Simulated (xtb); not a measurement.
BCl$_{2}$ (SMILES Cl[B]Cl), doublet, geometry from GFN2-xTB; GFN2-xTB (xtb).

The xtb input:
```
$ xtb mol.xyz --gfn 2 --uhf 1 --grad --json

# file mol.xyz
3

B     -0.01065557     0.71135712    -0.06266828
Cl     1.48570467    -0.08446017    -0.01439496
Cl    -1.48257068    -0.12476251     0.03282680
```

It wrote (shortened):

```
   ID    Z sym.   atoms
    1    5 B      1
    2   17 Cl     2, 3

           -------------------------------------------------
          |                Calculation Setup                |
           -------------------------------------------------

           -------------------------------------------------
          |                 G F N 2 - x T B                 |
           -------------------------------------------------

          ...................................................
          :                      SETUP                      :
          :.................................................:
          :  # basis functions                  24          :
          :  # atomic orbitals                  22          :
          :  # shells                            8          :
          :  # electrons                        17          :
          :  max. iterations                   250          :
          :  Hamiltonian                  GFN2-xTB          :
          :  restarted?                      false          :
          :  GBSA solvation                  false          :
          :  PC potential                    false          :
          :  electronic temp.          300.0000000     K    :
          :  accuracy                    1.0000000          :
          :  -> integral cutoff          0.2500000E+02      :
          :  -> integral neglect         0.1000000E-07      :
          :  -> SCF convergence          0.1000000E-05 Eh   :
          :  -> wf. convergence          0.1000000E-03 e    :
          :  Broyden damping             0.4000000          :
          :  net charge                          0          :
          :  unpaired electrons                  1          :
          ...................................................

 iter      E             dE          RMSdq      gap      omega  full diag
   1    -10.2733370 -0.102733E+02  0.999E+00    1.23       0.0  T
   2    -10.3114956 -0.381586E-01  0.656E+00    1.38       1.0  T
   3    -10.3069233  0.457230E-02  0.312E+00    1.63       1.0  T
   4    -10.3243148 -0.173915E-01  0.897E-01    1.87       1.0  T
   5    -10.3157889  0.852591E-02  0.175E+00    1.90       1.0  T
   6    -10.3244130 -0.862416E-02  0.717E-01    1.80       1.0  T
   7    -10.3261597 -0.174663E-02  0.496E-02    1.84       1.2  T
   8    -10.3261628 -0.313355E-05  0.417E-02    1.84       1.4  T
   9    -10.3261675 -0.474564E-05  0.732E-03    1.84       7.9  T
[...]
         :: total energy             -10.309372106645 Eh    ::
[...]
        17                         -0.0003266              -0.0089
        18                          0.0009101               0.0248
        19                          0.0115845               0.3152
        20                          0.0268966               0.7319
       ...                                ...                  ...
        22                          0.3868916              10.5279
      -------------------------------------------------------------
                  HL-Gap            0.0675085 Eh            1.8370 eV
             Fermi-level           -0.3398467 Eh           -9.2477 eV

     #   Z          covCN         q      C6AA      α(0)
     1   5 B        1.648     0.312    35.670    12.586
     2  17 Cl       0.915    -0.156   104.013    15.603
     3  17 Cl       0.915    -0.156   104.013    15.603

 Mol. C6AA /au·bohr⁶  :        688.627139
 Mol. C8AA /au·bohr⁸  :      28440.104632
 Mol. α(0) /au        :         43.791643

Wiberg/Mayer (AO) data.
largest (>0.10) Wiberg bond orders for each atom

 ---------------------------------------------------------------------------
     #   Z sym  total        # sym  WBO       # sym  WBO       # sym  WBO
 ---------------------------------------------------------------------------
     1   5 B    2.547 --     3 Cl   1.273     2 Cl   1.273
     2  17 Cl   1.351 --     1 B    1.273
     3  17 Cl   1.351 --     1 B    1.273
 ---------------------------------------------------------------------------

Topologies differ in total number of bonds
Writing topology from bond orders to xtbtopo.mol

molecular dipole:
                 x           y           z       tot (Debye)
 q only:       -0.007       0.480      -0.042
   full:        0.001      -0.049       0.004       0.126
molecular quadrupole (traceless):
                xx          xy          yy          xz          yz          zz
 q only:       -2.728      -0.062       1.774       0.060      -0.072       0.954
  q+dip:       -2.373      -0.040       0.692       0.063       0.089       1.681
   full:       -2.594      -0.035       0.200       0.077       0.196       2.394

           -------------------------------------------------
          | TOTAL ENERGY              -10.309372106645 Eh   |
          | GRADIENT NORM               0.000003905069 Eh/α |
          | HOMO-LUMO GAP               1.836999625849 eV   |
           -------------------------------------------------

normal termination of xtb
```
